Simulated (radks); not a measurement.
Excited configurations of Sr: one electron is placed in a higher orbital outside [Kr] 5s1. The ground configuration is [Kr] 5s2. All-electron calculation, scalar-relativistic Kohn-Sham, PBE, spin-polarised, spherical densities, point nucleus; open shells are filled with parallel spins first (spin-orbit coupling, left out, can overturn this in heavy ions). Program: a radial shooting solver on a logarithmic mesh with Libxc functionals. Excitation = E - E(ground); binding = E(ion) - E, where the ion is the core of charge +1; n* = 1/sqrt(2 binding) in atomic units, and the quantum defect is n - n*.

| outer orbital | excitation (eV) | binding (eV) | n* | quantum defect | eigenvalue (eV) | <r> (bohr) |
|---|---|---|---|---|---|---|
| 4d | 1.870 | 3.829 | 1.885 | 2.115 | -1.143 | 3.938 |
| 4f | 4.711 | 0.988 | 3.712 | 0.288 | -0.468 | 16.09 |
| 5f | 4.991 | 0.708 | 4.383 | 0.617 | -0.401 | 27.02 |
| 6d | 4.702 | 0.997 | 3.694 | 2.306 | -0.586 | 20.54 |
| 6f | 5.173 | 0.526 | 5.086 | 0.914 | -0.331 | 39.84 |
| 7s | 4.445 | 1.254 | 3.294 | 3.706 | -0.795 | 18.37 |
| 7p | 4.691 | 1.008 | 3.674 | 3.326 | -0.642 | 21.99 |
| 7d | 5.020 | 0.679 | 4.477 | 2.523 | -0.437 | 32.01 |

The Delta-SCF ionisation energy is 5.699 eV (NIST Atomic Spectra Database: 5.695 eV, measured). Self-interaction in the functional shifts the binding energies and quantum defects, so they are the method's values and not measured ones.
